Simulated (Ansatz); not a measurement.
Ansatz (a quantum-chemistry and plane-wave program) input (B3LYP-D3(BJ)/def2-TZVP):

Ansatz 0.2 input:
```yaml
crystal:
  periodic: [false, false, false]
  atoms:
    - {symbol: B, position_ang: [0.04080847, -0.05580682, 0.09112762]}
    - {symbol: H, position_ang: [-1.00450769, 0.19862766, -0.59340311]}
    - {symbol: H, position_ang: [0.45813034, -0.62650713, 1.02303099]}
    - {symbol: H, position_ang: [0.34233501, 0.70691356, -0.88526598]}
basis:
  gaussian:
    orbitals: def2-TZVP
hamiltonian:
  xc: b3lyp
  dispersion: d3bj
total_charge: 1
magnetization: {spin_polarized: true, initial_magnetization: 1}
phonons: {temperatures: {t_min: 298.15, t_max: 298.15, t_step: 100}}
```

Output:

```
Functional definition: B3LYP
integrals: 0.00 GiB planned
301 factors; their error is unknown
mean field: 0.09 GiB planned
mean field evaluation 1: about -711.4680 eV, gradient 1.2e1 eV
mean field evaluation 2: about -712.2007 eV, gradient 6.1e0 eV
mean field evaluation 4: about -712.4406 eV, gradient 7.7e-2 eV
mean field evaluation 8: about -712.4317 eV, gradient 6.5e-4 eV
mean field -712.43168364 eV, -26.1813814704 hartree, gradient 1.9e-5 eV, S^2 0.753382; 0 other end points of the search recorded, 0 dependent functions left out
the calculation of the forces begins
reference -712.43185675 eV, -26.1813878317 hartree; 4, 3 occupied and 45, 46 virtual orbitals, 301 factors
these checks for a lower state are left out or cut short: stability, starts, cluster_reference, orbital_swaps, neighbouring_geometries, increment
integrals: 0.00 GiB planned
301 factors; their error is unknown
mean field: 0.09 GiB planned
mean field evaluation 16: about -712.4316 eV, gradient 4.3e-5 eV
mean field -712.43160233 eV, -26.1813784822 hartree, gradient 2.3e-6 eV, S^2 0.753381; 0 other end points of the search recorded, 0 dependent functions left out
the calculation of the forces begins
reference -712.43177544 eV, -26.1813848438 hartree; 4, 3 occupied and 45, 46 virtual orbitals, 301 factors
these checks for a lower state are left out or cut short: stability, starts, cluster_reference, orbital_swaps, neighbouring_geometries, increment
integrals: 0.00 GiB planned
301 factors; their error is unknown
mean field: 0.09 GiB planned
mean field -712.43162775 eV, -26.1813794163 hartree, gradient 1.8e-6 eV, S^2 0.753383; 0 other end points of the search recorded, 0 dependent functions left out
the calculation of the forces begins
reference -712.43180085 eV, -26.1813857775 hartree; 4, 3 occupied and 45, 46 virtual orbitals, 301 factors
these checks for a lower state are left out or cut short: stability, starts, cluster_reference, orbital_swaps, neighbouring_geometries, increment
integrals: 0.00 GiB planned
301 factors; their error is unknown
mean field: 0.09 GiB planned
mean field evaluation 32: about -712.4317 eV, gradient 1.1e-6 eV
mean field -712.43165540 eV, -26.1813804324 hartree, gradient 1.1e-6 eV, S^2 0.753380; 0 other end points of the search recorded, 0 dependent functions left out
the calculation of the forces begins
reference -712.43182853 eV, -26.1813867949 hartree; 4, 3 occupied and 45, 46 virtual orbitals, 301 factors
these checks for a lower state are left out or cut short: stability, starts, cluster_reference, orbital_swaps, neighbouring_geometries, increment
integrals: 0.00 GiB planned
301 factors; their error is unknown
mean field: 0.09 GiB planned
mean field -712.43167097 eV, -26.1813810046 hartree, gradient 1.1e-6 eV, S^2 0.753385; 0 other end points of the search recorded, 0 dependent functions left out
the calculation of the forces begins
reference -712.43184404 eV, -26.1813873649 hartree; 4, 3 occupied and 45, 46 virtual orbitals, 301 factors
these checks for a lower state are left out or cut short: stability, starts, cluster_reference, orbital_swaps, neighbouring_geometries, increment
integrals: 0.00 GiB planned
301 factors; their error is unknown
mean field: 0.09 GiB planned
mean field -712.43167507 eV, -26.1813811552 hartree, gradient 1.5e-6 eV, S^2 0.753375; 0 other end points of the search recorded, 0 dependent functions left out
the calculation of the forces begins
reference -712.43184815 eV, -26.1813875160 hartree; 4, 3 occupied and 45, 46 virtual orbitals, 301 factors
these checks for a lower state are left out or cut short: stability, starts, cluster_reference, orbital_swaps, neighbouring_geometries, increment
integrals: 0.00 GiB planned
301 factors; their error is unknown
mean field: 0.09 GiB planned
mean field -712.43166058 eV, -26.1813806227 hartree, gradient 1.4e-6 eV, S^2 0.753390; 0 other end points of the search recorded, 0 dependent functions left out
the calculation of the forces begins
reference -712.43183370 eV, -26.1813869848 hartree; 4, 3 occupied and 45, 46 virtual orbitals, 301 factors
these checks for a lower state are left out or cut short: stability, starts, cluster_reference, orbital_swaps, neighbouring_geometries, increment
integrals: 0.00 GiB planned
301 factors; their error is unknown
mean field: 0.09 GiB planned
mean field -712.43165291 eV, -26.1813803410 hartree, gradient 1.3e-6 eV, S^2 0.753385; 0 other end points of the search recorded, 0 dependent functions left out
the calculation of the forces begins
reference -712.43182605 eV, -26.1813867037 hartree; 4, 3 occupied and 45, 46 virtual orbitals, 301 factors
these checks for a lower state are left out or cut short: stability, starts, cluster_reference, orbital_swaps, neighbouring_geometries, increment
integrals: 0.00 GiB planned
301 factors; their error is unknown
mean field: 0.09 GiB planned
mean field -712.43165278 eV, -26.1813803361 hartree, gradient 1.1e-6 eV, S^2 0.753379; 0 other end points of the search recorded, 0 dependent functions left out
the calculation of the forces begins
reference -712.43182584 eV, -26.1813866961 hartree; 4, 3 occupied and 45, 46 virtual orbitals, 301 factors
Total energy: -712.47030791 eV, -26.1828008859 hartree
Atom 0 at     0.040808    -0.055807     0.091128 Å, force     0.000410    -0.000561     0.000916 eV/Å
Atom 1 at    -1.004508     0.198628    -0.593403 Å, force    -0.000864    -0.000217     0.000034 eV/Å
Atom 2 at     0.458130    -0.626507     1.023031 Å, force    -0.000285     0.000390    -0.000637 eV/Å
Atom 3 at     0.342335     0.706914    -0.885266 Å, force     0.000739     0.000388    -0.000314 eV/Å
Dipole moment:    -0.083582     0.114301    -0.186644 e Å
Vibrations: 534.49 871.89 1025.44 1821.30 2227.03 2872.84 cm⁻¹, zero-point energy 0.579812 eV
```
